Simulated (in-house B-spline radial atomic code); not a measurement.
**BSE on G0W0@HF excitations of Se V (Se4+)**

Method: BSE on G0W0@HF. Computed with an all-electron radial atomic-structure program (B-spline basis): linear response of the closed shell [Ar] 3d10 4s2 with a statically screened interaction on G0W0 levels; scalar-relativistic (spin-free one-electron X2C), finite nucleus, no spin-orbit coupling, no double excitations, S, P, D and F terms only; shells from n = 2 respond. Only terms of natural parity with L up to 3 were computed.

Command:
```bash
python run_td.py task.json out
```
Settings (radii: box in bohr, nucleus in fm):
```
Z                        34
electrons                30
configuration            [Ar] 3d10 4s2
hamiltonian              x2c
method                   bse
box_radius               19.1
rms_radius               4.14
intervals                72
```

Cost of the run: 1 s on 1 thread of Intel(R) Xeon(R) 6975P-C (Granite Rapids), on a shared host.

The lowest states, in the order of their Tamm-Dancoff energies; the method's threshold (minus the highest G0W0 level) is 67.71 eV. Labels give the largest channel, * marks a mixed state, and oscillator strengths are full-response dipole values. Energies in eV:

```json
{"state": "4s → 4p 3P", "full response": "?", "Tamm-Dancoff": "?", "oscillator strength": "-"}
{"state": "4s → 4p 1P", "full response": "16.518", "Tamm-Dancoff": "17.219", "oscillator strength": "1.63"}
{"state": "4s → 4d 3D", "full response": "?", "Tamm-Dancoff": "?", "oscillator strength": "-"}
{"state": "4s → 4d 1D", "full response": "34.49", "Tamm-Dancoff": "34.53", "oscillator strength": "-"}
{"state": "4s → 5s 3S", "full response": "36.22", "Tamm-Dancoff": "36.23", "oscillator strength": "-"}
{"state": "4s → 5s 1S", "full response": "37.40", "Tamm-Dancoff": "37.43", "oscillator strength": "-"}
{"state": "4s → 5p 3P", "full response": "41.12", "Tamm-Dancoff": "41.12", "oscillator strength": "-"}
{"state": "4s → 5p 1P", "full response": "41.69", "Tamm-Dancoff": "41.75", "oscillator strength": "0.0416"}
{"state": "4s → 4f 3F", "full response": "45.92", "Tamm-Dancoff": "45.92", "oscillator strength": "-"}
{"state": "4s → 4f 1F", "full response": "46.35", "Tamm-Dancoff": "46.35", "oscillator strength": "-"}
```

Where does 4s → 4d 3D lie?

At 32.73 eV in full response, 32.75 eV in Tamm-Dancoff.

Where does 4s → 4p 3P lie?

At 11.068 eV in full response, 11.254 eV in Tamm-Dancoff.

How large is the singlet-triplet splitting of 4s → 4p (P terms) in Tamm-Dancoff?

5.97 eV, from the unrounded values.

What polarisabilities and dispersion coefficient does the method give?

Dipole 4.857 bohr³, quadrupole 7.847 bohr⁵, C6 12.59 hartree·bohr⁶ for two such species.
